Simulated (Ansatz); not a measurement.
Cost against result

Saddle point of TiH2F4, closed shell (TiF₄ ([F][Ti]([F])([F])[F]) + H₂ → TiHF₃ ([F][TiH]([F])[F]) + HF (still joined by a long Ti–F bond); bonds formed: Ti1–H7, F2–H6; bonds broken: H6–H7; bonds weakened to dative contacts: Ti1–F2), PBE0-D4/def2-TZVP structure:

```tsv
atom	x (Å)	y (Å)	z (Å)
Ti1	-0.4345	0.0328	0.2139
F2	1.0253	0.8058	-1.0589
F3	-1.6156	0.0310	-1.0571
F4	-0.3929	1.4538	1.2086
F5	-1.0005	-1.2063	1.2977
H6	1.3463	-0.1384	-0.6398
H7	1.0717	-0.9786	0.0356
```

Barriers are electronic and count from the start structure reached by relaxing down the imaginary mode.

Program: Ansatz 0.2.0. Basis: as named in each row. Cores are frozen in the correlated methods. B3LYP uses VWN-RPA correlation. Extrapolation: Hartree–Fock as exp(−7.88 √X), correlation as X^−2.97.

Times are rough, for one single point on 8 threads of a shared host (Intel Xeon).

The estimate by CCSD(T) at an estimated basis limit (MP2 extrapolated from triple and quadruple zeta, plus CCSD(T) − MP2 in triple zeta) is 1.832 eV.

```csv
method,basis,time (s),barrier (eV),method less estimate
HF,STO-3G,under 1,2.760,0.929
PBE-D4,STO-3G,under 1,2.109,0.277
SPW92,def2-SVP,under 1,1.244,-0.587
PBE-D4,def2-SVP,1,1.643,-0.188
B3LYP-D4,6-31G,2,2.086,0.255
PBE0-D4,def2-SVP,2,1.716,-0.115
SPW92,def2-TZVPP,3,1.277,-0.555
PBE-D4,def2-TZVPP,4,1.691,-0.141
BLYP-D4,def2-TZVPP,4,1.858,0.026
BHLYP-D4,def2-TZVPP,5,1.947,0.116
wB97M-V,def2-SVP,5,1.712,-0.119
PBE0-D4,def2-TZVPP,5,1.752,-0.079
B3LYP-D4,def2-TZVPP,6,1.874,0.042
CAM-B3LYP-D4,def2-TZVPP,6,1.836,0.005
r2SCAN-D4,def2-TZVPP,6,1.755,-0.076
r2SCAN0-D4,def2-TZVPP,7,1.788,-0.043
wB97X-V,def2-TZVPP,8,1.869,0.037
B2PLYP,def2-TZVPP,8,1.907,0.076
PBE-QIDH,def2-TZVPP,8,1.838,0.006
B97M-V,def2-TZVPP,8,1.783,-0.049
CCSD(T),def2-SVP,9,1.940,0.108
wB97M-V,def2-TZVPP,9,1.825,-0.007
RPA on PBE,def2-TZVPP,10,1.853,0.022
MP2,def2-QZVPP,17,1.890,0.059
CCSD(T),def2-TZVPP,130,1.880,0.048
```

All methods are single points on the PBE0-D4 structures.

The T1 diagnostic stays at or below 0.024.

Labels in which every atom is bracketed show which atoms are joined, not bond orders.
